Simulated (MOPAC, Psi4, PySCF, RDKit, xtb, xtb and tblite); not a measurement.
Two geometries of SMILES [SiH2](Cl)[SiH2]CC, singlet, relaxed at GFN2-xTB with one dihedral held; other torsions can differ between them too.

Structure A

```
14

C      1.6864     0.7820     0.4724
C      1.1335    -0.6361     0.5617
Si    -0.2843    -0.9567    -0.6737
Si    -2.0853     0.4228    -0.1953
Cl    -2.5158     1.6256    -1.7727
H      2.4874     0.9345     1.1944
H      2.0862     0.9751    -0.5208
H      0.9073     1.5156     0.6724
H      0.7831    -0.8199     1.5794
H      1.9437    -1.3450     0.3848
H     -0.6576    -2.3749    -0.5547
H      0.2541    -0.7801    -2.0309
H     -1.8882     1.3331     0.9380
H     -3.3274    -0.3008     0.0880
```

Structure B

```
14

C     -1.7475     0.7802     0.4800
C     -1.1559    -0.6236     0.5567
Si     0.2831    -0.8920    -0.6670
Si     2.1361     0.4236    -0.2076
Cl     1.8614     1.6121     1.4191
H     -2.5802     0.8876     1.1738
H     -2.1144     0.9890    -0.5230
H     -1.0007     1.5293     0.7333
H     -0.8114    -0.8074     1.5766
H     -1.9449    -1.3532     0.3630
H      0.6376    -2.3192    -0.6260
H     -0.2216    -0.6305    -2.0240
H      3.3472    -0.3452     0.0907
H      2.4964     1.3467    -1.2872
```

### Question
Which is lower in energy at the level Psi4 1.11 with wB97X-D/def2-TZVP // GFN2-xTB, and by how much?

### Answer
B is lower, by 0.57 kcal/mol (dihedral C2–Si3–Si4–Cl5: 120° in A, 0° in B).

E(B) − E(A) in kcal/mol at the other levels, on the same two geometries: GFN2-xTB (xtb and tblite) 0.26; MMFF94 // GFN2-xTB (RDKit) 0.00; PBE/def2-TZVP // GFN2-xTB (Psi4) -0.49; PBE-D3(BJ)/def2-TZVP // GFN2-xTB (Psi4) -0.71; UFF // GFN2-xTB (RDKit) 0.10; PM7, restricted, heats of formation // GFN2-xTB (MOPAC) -1.46; PM6, restricted, heats of formation // GFN2-xTB (MOPAC) -0.80; GFN1-xTB // GFN2-xTB (xtb) 0.04; restricted B3LYP/6-31G*, spherical d, density fitting // GFN2-xTB (PySCF) -0.41; restricted M06-2X/6-31G*, spherical d, density fitting // GFN2-xTB (PySCF) -0.68; restricted Hartree-Fock/3-21G // GFN2-xTB (PySCF) -0.65; restricted Hartree-Fock/STO-3G // GFN2-xTB (PySCF) -0.44.
